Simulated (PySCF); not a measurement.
Si(H)(SiH3) (H₄Si₂), SMILES [SiH][SiH3] (connectivity only; charge and spin as stated), neutral, multiplicity 1.

Coordinates come from a ωB97X-D3(BJ)/def2-TZVP optimisation. The isomer is the one that the SMILES or the coordinates give; other isomers of the formula were not compared.

All values below come from SMD-PBE0/6-31G* run with PySCF.

Solvation free energies are E(SMD) − E(gas) at the gas-phase geometry, for 1 M in both phases. In vacuum the dipole moment is 0.34 D.

Computed solvation free energies in water, 1-octanol, N,N-dimethylformamide:
```csv
solvent,ΔG(solv) (kcal/mol),its non-electrostatic (CDS) part,dipole (D)
water,0.3,2.2,0.47
1-octanol,-2.0,-0.4,0.45
"N,N-dimethylformamide",-1.7,0.1,0.47
```
